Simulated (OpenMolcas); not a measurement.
**Cr3+: moving or changing the point charges**

Cr3+ among 4 point charges of -2.5 e arranged as a square (D4h), 2.1 Å from the ion.

```json
{"Program": "OpenMolcas 26.06", "Method": "CASSCF", "Basis": "ANO-RCC-VTZP [6s5p3d2f1g]", "Scalar Hamiltonian": "DKH2, point nucleus", "Active space": "3 electrons in 5 orbitals (3d)", "State averaging": "2S+1 = 4 even, 10 roots; 2S+1 = 2 even, 40 roots", "Spin-orbit coupling": "RASSI with atomic mean-field integrals over the reference wave functions"}
```

Runs around this geometry, states (labels of D4, the rotations of D4h). Energies in cm-1 above the lowest state or level, χT in cm3 K/mol.

```
R (Å)  q (e)  Ground state  First state of that spin  First gap with spin-orbit (degeneracies)  χT at 300 K  First state of another spin
  2.1  -1.25            4E                 4B1 634.4                              249.1 (2, 2)        1.069                    2A1 17908
 2.01   -2.5           4A2                  4E 506.4                               12.0 (2, 2)        1.573                     2E 15112
  2.1   -2.5            4E                 4A2 409.9                              237.6 (2, 2)        1.163                     2E 15964
 2.26   -2.5            4E                  4A2 1416                              255.3 (2, 2)        1.117                     2E 17303
```

The ground state changes within this set.

Without dynamic correlation the repulsion within the d shell is too large (B by tens of per cent), so at a given field states of lower spin stand too high. An orbital doublet at a regular site is open to a Jahn-Teller distortion, which this geometry leaves out (holds for R = 2.1, q = -1.25; R = 2.1, q = -2.5; R = 2.26, q = -2.5). The ground term spreads over less than 5000 cm-1, several times less than with real ligands, so orbital moments are less quenched and χT lies further from the spin-only value than at real sites (holds for R = 2.1, q = -1.25; R = 2.26, q = -2.5). This is an electrostatic model: the charges have no orbitals. No measured value stands beside these numbers.
